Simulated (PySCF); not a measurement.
C6H9NO.
Z-matrix (Å and degrees, GFN2-xTB geometry), rows numbered from 1:
```
N 
C   1  1.3529
O   2  1.2101  1  122.54
C   2  1.5227  1  113.97  3   179.92
C   4  1.5450  2  110.79  1    58.34
C   5  1.4994  4  104.00  2  -105.16
C   6  1.3220  5  112.22  4    -9.38
C   7  1.4994  6  112.17  5    -0.28
H   1  1.0058  2  119.10  3     0.36
H   1  1.0048  2  121.51  3   179.61
H   4  1.0901  2  106.85  1  -179.84
H   5  1.0919  4  112.07  2    16.41
H   5  1.0929  4  111.15  2   136.39
H   6  1.0765  5  121.31  4   172.09
H   7  1.0766  6  126.47  5  -178.58
H   8  1.0917  4  112.14  2   -16.76
H   8  1.0931  4  111.09  2  -136.76
```

Method: CAM-B3LYP/def2-SVPD in PySCF (dipole) on a GFN2-xTB geometry, gas phase.

Take the most abundant isotopes and a rigid rotor. The values belong to one conformer with, in the numbering `[NH2:1][C:2](=[O:3])[CH:4]1[CH2:5][CH:6]=[CH:7][CH2:8]1`, H–N1–C2–O3 0° and 180°, N1–C2–C4–C5 58°, C2–C4–C5–C6 -105°, C4–C5–C6–C7 -9°, C6–C7–C8–C4 10°, C2–C4–C8–C7 105°.

Q: Give the principal moments of inertia and the rotational constants in MHz.

A: Ia = 125.01, Ib = 322.35, Ic = 325.02 u·Å²; 505379 MHz·u·Å²/I gives A = 4043, B = 1568, C = 1555 MHz.

Q: Classify the top.

A: A near-prolate asymmetric top. Ray's parameter κ = (2B − A − C)/(A − C) = -0.990; −1 is the prolate and +1 the oblate limit.

Q: Is it planar, by Δ = Ic − Ia − Ib?

A: Not planar: Δ = Ic − Ia − Ib = -122.35 u·Å². For a rigid frame Δ = −2 Σ m c², so Σ m c² = 61.17 u·Å² lies off the ab plane: 15.81 from hydrogen and 45.36 from heavier atoms. The atom farthest from that plane is 1.99 Å away.

Q: Where do the levels up to J = 3 lie, in K?

A: Above 0(0,0), as E/k:
J = 1: 1(0,1) 0.150, 1(1,1) 0.269, 1(1,0) 0.269
J = 2: 2(0,2) 0.450, 2(1,2) 0.568, 2(1,1) 0.570, 2(2,1) 0.926, 2(2,0) 0.926
J = 3: 3(0,3) 0.899, 3(1,3) 1.016, 3(1,2) 1.020, 3(2,2) 1.376, 3(2,1) 1.376, 3(3,1) 1.971, 3(3,0) 1.971
Those of J = 1 are B + C, A + C and A + B.

Q: Which lines would a microwave search look for?

A: The dipole components are |μa| = 3.63 D, |μb| = 0.05 D, |μc| = 1.94 D. Intensities carry the squares of the components, which stand as 1.00 : 0.00 : 0.29 (a : b : c). Some lines, for components of 0.1 D or more:

```
type  branch         J(Ka,Kc)    MHz  lower level (cm⁻¹)
   c       Q  5(1,5) ← 5(0,5)   2386               1.562
   c       Q  4(1,4) ← 4(0,4)   2418               1.042
   c       R  1(1,0) ← 0(0,0)   5610               0.000
   c       Q  3(2,2) ← 3(1,2)   7405               0.709
   c       Q  2(2,1) ← 2(1,1)   7424               0.396
   c       R  2(1,1) ← 1(0,1)   8746               0.104
   a       R  3(0,3) ← 2(0,2)   9368               0.312
   a       R  3(2,2) ← 2(2,1)   9368               0.644
   c       Q  4(3,2) ← 4(2,2)  12406               1.373
   c       Q  3(3,1) ← 3(2,1)  12406               0.956
   a       R  4(2,3) ← 3(2,2)  12491               0.956
   c       R  2(2,0) ← 1(1,0)  13683               0.187
   c       R  4(1,3) ← 3(0,3)  15036               0.625
   a       R  5(1,5) ← 4(1,4)  15581               1.122
   a       R  5(2,3) ← 4(2,2)  15614               1.373
   c       R  3(2,1) ← 2(1,1)  16793               0.396
   c       R  3(2,2) ← 2(1,2)  16831               0.395
   c       Q  5(4,2) ← 5(3,2)  17369               2.307
   c       Q  4(4,1) ← 4(3,1)  17369               1.787
   c       R  4(2,3) ← 3(1,3)  19973               0.706
   c       R  5(2,3) ← 4(1,3)  22995               1.127
   c       R  5(3,2) ← 4(2,2)  28019               1.373
   c       R  5(4,1) ← 4(3,1)  32982               1.787
   c       R  5(5,1) ← 4(4,1)  37945               2.366
```

Q: Estimate the classical rotational partition function at 100 K, 200 K and 500 K.

A: Point group Cs, symmetry number σ = 1; q = (√π/σ)·√((kT/h)³/(ABC)), k/h = 20836.6 MHz/K: 53700 at 100 K, 152000 at 200 K, 600000 at 500 K.

Not checked by GFN2-xTB frequencies. Constants of a rigid frame at the computed geometry: no zero-point averaging, no centrifugal distortion. Quadrupole hyperfine structure (14N) is left out.
